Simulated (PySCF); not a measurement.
# Unknown compound

The spectra below were simulated for a compound C$_{5}$H$_{15}$ClSi$_{2}$.

¹H NMR (600 MHz, computed): δ 0.36 (s, 6H), 0.11 (s, 9H).

¹³C{¹H} NMR (computed): δ 4.7 (CH3, 2C), -2.2 (CH3, 3C).

Theoretical values (PySCF 2.14): geometry from GFN2-xTB, GIAO PBE0/pcSseg-1 shieldings. No solvent model, equivalent nuclei averaged, one computed conformer, no relativistic terms.

Shifts are taken against calculated references (same method and geometry level): TMS for ¹H, ¹³C.

Propose a structure and justify it.

## Answers


The formula gives 0 degrees of unsaturation. 2 carbon signals for 5 carbons: some carbons are equivalent by symmetry or fast rotation. Carbon types of the structure: 5 × CH3, which accounts for all hydrogens. δC 4.7, -2.2: methyl carbon bonded to Si; an electropositive neighbour leaves it electron-rich and shielded. δH 0.36, 0.11: hydrogen on a methyl carbon bonded to Si; an electropositive neighbour shields it, as in TMS itself.

These data were computed for SMILES C[Si](C)(C)[Si](C)(C)Cl.

The shifts were computed for this structure.

Shifts are as computed. Against solution values, carbons near 30 ppm lie about +3 ppm off and those near 130 ppm about +5 ppm. Of 1211 compounds with measured shifts, 218 miss one by over three times the rms of a fit or turn the order of signals round; such compounds aren't used in these exercises. No couplings were computed; multiplicities are counted from neighbouring protons, with m where these are inequivalent, close in shift, in a saturated or five-membered ring or joined by F or P, and br s for small geminal =CH2 splittings.
